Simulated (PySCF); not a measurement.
## Spinor energies of Mo (molybdenum, neutral)

Start: [Kr] 4d5 5s1; 4d3/2 filled at m_j = -3/2, -1/2, +1/2, +3/2; 4d5/2 filled at m_j = +5/2; 5s1/2 filled at m_j = +1/2. Calculated with PySCF 2.14 in x2c-QZVPPall-2c: generalised Hartree-Fock with the X2C-1e Hamiltonian and a Gaussian nucleus; one run each with spin-orbit coupling (SO) switched off, then screened by Boettger's factors.

| spinor shell | electrons | ε, spin-free (eV) | ε, screened SO (eV) | weight of nominal j (screened SO) | rms radius, screened SO (bohr) |
| --- | --- | --- | --- | --- | --- |
| 1s1/2 | 2 | -20107.2 | -20106.3 | 1.000 | 0.0404 |
| 2s1/2 | 2 | -2914.9 | -2914.7 | 1.000 | 0.166 |
| 2p1/2 | 2 | -2599.2 | -2672.8 | 1.000 | 0.145 |
| 2p3/2 | 4 | -2599.2 | -2564.8 | 1.000 | 0.149 |
| 3s1/2 | 2 | -528.23 | -528.16 | 1.000 | 0.456 |
| 3p1/2 | 2 | -421.86 | -434.47 | 1.000 | 0.455 |
| 3p3/2 | 4 | -421.86 | -415.92 | 1.000 | 0.465 |
| 3d3/2 | 4 | -249.00 | -251.15 | 0.972 | 0.451 |
| 3d5/2 | 6 | -249.00 | -247.50 | 0.981 | 0.455 |
| 4s1/2 | 2 | -78.888 | -78.875 | 1.000 | 1.19 |
| 4p1/2 | 2 | -47.654 | -52.357 | 0.654 | 1.34 |
| 4p3/2 | 4 | -47.654 | -45.355 | 0.827 | 1.33 |
| 4d3/2 | 4 | -9.360 | -9.386 | 0.521 | 2.11 |
| 4d5/2 | 1 | -9.360 | -9.248 | 1.000 | 2.13 |
| 5s1/2 | 1 | -6.485 | -6.485 | 1.000 | 3.94 |

```
   quantity    spin-free  screened SO
E (hartree)  -4046.00145  -4046.47884
        M_J            3            3
       ⟨J²⟩       12.004       12.004
       ⟨L²⟩        0.000        0.013
       ⟨S²⟩       12.004       12.000
```

Each row is a mean over spinors that exchange with the open shell spreads, by up to 8.035 eV (4p3/2).

Rows whose weight is well below 1 are mixtures of j = l ± 1/2: exchange outweighs spin-orbit coupling there, and the label is only the starting occupation.

Breit and QED terms are absent; they matter most for the inner s and p1/2 levels.

Densities and radii are taken from the X2C orbitals without a picture-change correction, which distorts them close to the nucleus.

Without spin-orbit coupling the j labels of p, d and f shells carry no meaning; the spin-free column gives the mean over the occupied spinors of each nl shell.
